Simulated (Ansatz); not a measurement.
Input for Ansatz (an electronic-structure program): R-CCSD(T)/def2-TZVPP on H4InNO (SMILES [NH2][InH][OH]), a point of a torsion scan. Elements past Kr take the def2 small-core potentials; no spin–orbit coupling. The run froze 11 orbitals, filled d shells among them.

Ansatz 0.2 input:
```yaml
crystal:
  periodic: [false, false, false]
  atoms:
    - {symbol: N, position_ang: [1.42955276, -0.50660386, 0.07543893]}
    - {symbol: In, position_ang: [-0.00440715, 0.93546775, 0.07708992]}
    - {symbol: O, position_ang: [-0.29614040, 1.56453503, -1.73768613]}
    - {symbol: H, position_ang: [1.98840350, -0.56825790, 0.92050077]}
    - {symbol: H, position_ang: [2.05638352, -0.29504074, -0.69668821]}
    - {symbol: H, position_ang: [-0.99992689, 1.51120935, 1.33410453]}
    - {symbol: H, position_ang: [-1.00049675, 2.18118542, -1.92793680]}
basis:
  gaussian:
    orbitals: def2-TZVPP
magnetization: {spin_polarized: false}
correlation: {method: ccsd_t, electrons: outside_noble_gas}
scf: {lower_state_search: off}
```

Program output:

```
WARN ansatz: RAYON_NUM_THREADS=1 ignored (pool sized by the plan → 1); use --threads N
Functional definition: HF
these checks for a lower state are left out or cut short: stability, starts, cluster_reference, orbital_swaps, neighbouring_geometries, increment
integrals: 0.48 GiB planned
1190 factors; integrals over basis functions are off by at most 8.5e-4 eV
mean field: 0.47 GiB planned
mean field evaluation 1: about -8726.7033 eV, gradient 5.5e1 eV
mean field evaluation 2: about -8726.7467 eV, gradient 5.5e1 eV
mean field evaluation 4: about -8732.5665 eV, gradient 3.1e0 eV
mean field evaluation 8: about -8732.6135 eV, gradient 3.4e-1 eV
mean field -8732.61385762 eV, -320.9176400891 hartree, gradient 1.6e-6 eV, S^2 0.000000; 0 other end points of the search recorded, 0 dependent functions left out
11 core orbitals not correlated, not the lowest: weight in the atoms' cores, before any rotation towards them, 0.772 or more for the frozen orbitals, at most 0.214 for the correlated occupied ones
reference -8732.61385762 eV, -320.9176400891 hartree; 9, 9 occupied and 148, 148 virtual orbitals, 1190 factors
second order -14.84616160 eV of doubles, -0.00000000 eV of singles
coupled cluster: 1.29 GiB planned
cycle   1  -14.79293909 eV  change    5.3e-2 eV  update   9.0e-2
cycle   2  -15.14410023 eV  change   -3.5e-1 eV  update   2.9e-2
cycle   3  -15.25126151 eV  change   -1.1e-1 eV  update   1.6e-2
cycle   4  -15.24258632 eV  change    8.7e-3 eV  update   4.5e-3
cycle   5  -15.24060313 eV  change    2.0e-3 eV  update   2.2e-3
cycle   6  -15.24146897 eV  change   -8.7e-4 eV  update   7.7e-4
cycle   7  -15.24108354 eV  change    3.9e-4 eV  update   2.6e-4
cycle   8  -15.24096168 eV  change    1.2e-4 eV  update   8.8e-5
cycle   9  -15.24097402 eV  change   -1.2e-5 eV  update   3.4e-5
cycle  10  -15.24097324 eV  change    7.8e-7 eV  update   1.3e-5
perturbative correction -0.54868953 eV, -0.0201639683 hartree
Total energy: -8748.40352038 eV, -321.4978994932 hartree
Checks for a lower state left out: stability, starts, cluster_reference, orbital_swaps, neighbouring_geometries, increment
```

The run converged.

Cost: very roughly 40 core-seconds.
